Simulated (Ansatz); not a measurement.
Level of theory: frozen-core CCSD(T)/cc-pVTZ // B3LYP-D3(BJ)/def2-TZVP in Ansatz (a first-principles code).

Ansatz 0.2 input:
```yaml
crystal:
  periodic: [false, false, false]
  atoms:
    - { symbol: O, position_ang: [2.059855, 1.591706, 1.083376] }
    - { symbol: C, position_ang: [1.732634, 0.744761, 0.286869] }
    - { symbol: Si, position_ang: [0.517072, -0.68893, 0.726197] }
    - { symbol: Si, position_ang: [-1.641809, -0.010571, 0.098292] }
    - { symbol: H, position_ang: [2.115001, 0.801661, -0.760609] }
    - { symbol: H, position_ang: [0.60578, -0.958986, 2.178214] }
    - { symbol: H, position_ang: [0.913685, -1.889602, -0.051905] }
    - { symbol: H, position_ang: [-2.614394, -1.102053, 0.343378] }
    - { symbol: H, position_ang: [-2.036833, 1.184398, 0.879112] }
    - { symbol: H, position_ang: [-1.650979, 0.327624, -1.345359] }
basis:
  gaussian: { orbitals: cc-pVTZ }
correlation:
  method: ccsd_t
```

Output:

```
Functional definition: HF
1221 factors; integrals over basis functions are off by at most 1.3e-3 eV
mean field evaluation 1: about -18884.3214 eV, gradient 3.5e1 eV
mean field evaluation 2: about -18884.5730 eV, gradient 3.5e1 eV
mean field evaluation 4: about -18887.9810 eV, gradient 4.1e0 eV
mean field evaluation 8: about -18888.0888 eV, gradient 4.5e-1 eV
mean field evaluation 16: about -18888.0906 eV, gradient 1.7e-6 eV
mean field -18888.09055440 eV, -694.1245250666 hartree, gradient 1.7e-6 eV, S^2 0.000000; 0 other end points of the search recorded, 0 dependent functions left out
12 core orbitals not correlated
reference -18888.09055440 eV, -694.1245250666 hartree; 12, 12 occupied and 188, 188 virtual orbitals, 1221 factors
second order -17.36732851 eV of doubles, -0.00000000 eV of singles
cycle   1  -17.98649466 eV  change   -6.2e-1 eV  update   1.1e-1
cycle   2  -18.56957705 eV  change   -5.8e-1 eV  update   3.8e-2
cycle   3  -18.72047827 eV  change   -1.5e-1 eV  update   2.1e-2
cycle   4  -18.70662746 eV  change    1.4e-2 eV  update   5.3e-3
cycle   5  -18.70621993 eV  change    4.1e-4 eV  update   2.6e-3
cycle   6  -18.70687041 eV  change   -6.5e-4 eV  update   7.5e-4
cycle   7  -18.70644242 eV  change    4.3e-4 eV  update   3.6e-4
cycle   8  -18.70638598 eV  change    5.6e-5 eV  update   1.4e-4
cycle   9  -18.70643664 eV  change   -5.1e-5 eV  update   7.6e-5
cycle  10  -18.70641961 eV  change    1.7e-5 eV  update   4.0e-5
cycle  11  -18.70640472 eV  change    1.5e-5 eV  update   2.5e-5
perturbative correction -0.76138293 eV, -0.0279803067 hartree
Total energy: -18907.55834206 eV, -694.8399530673 hartree
```

Cost: very roughly 2.2 core-minutes.
